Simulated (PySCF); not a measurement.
Electronic structure of Cu (copper, neutral) at the UHF level

Configuration: [Ar] 3d10 4s1, 2S determinant. Calculation: PySCF 2.14, in cc-pVTZ-DK (7s6p4d2f1g, 68 functions); scalar relativity by spin-free X2C-1e.

```
Total energy                        : -1653.148770 hartree
One-electron energy                 : -2307.7639 hartree
Hartree (Coulomb) energy            : 721.1961 hartree
Exchange energy                     : -66.5809 hartree
⟨S²⟩                                : 0.7520
⟨L²⟩                                : 0.000
Sum of ⟨r⟩                          : 20.97 bohr
Sum of ⟨r²⟩                         : 31.57 bohr²
Langevin diamagnetic susceptibility : -25.0 ×10⁻⁶ cm³/mol
Time after the integrals            : 0.34 s of wall time on 1 thread of Intel(R) Xeon(R) Platinum 8375C CPU @ 2.90GHz (shared host)
```

```tsv
shell	electrons	mean orbital energy (eV)	rms radius, mean of both spins (bohr)
1s α	1	-9047.0	0.0601
1s β	1	-9046.9	0.0601
2s β	1	-1133.5	0.254
2s α	1	-1133.5	0.254
2p β	3	-974.19	0.228
2p α	3	-974.11	0.228
3s α	1	-140.21	0.766
3s β	1	-140.20	0.766
3p β	3	-91.502	0.819
3p α	3	-91.351	0.819
3d β	5	-13.065	1.16
3d α	5	-12.953	1.16
4s α	1	-6.674	3.53
```

Densities and radii are taken from the X2C orbitals without a picture-change correction, which distorts them close to the nucleus.
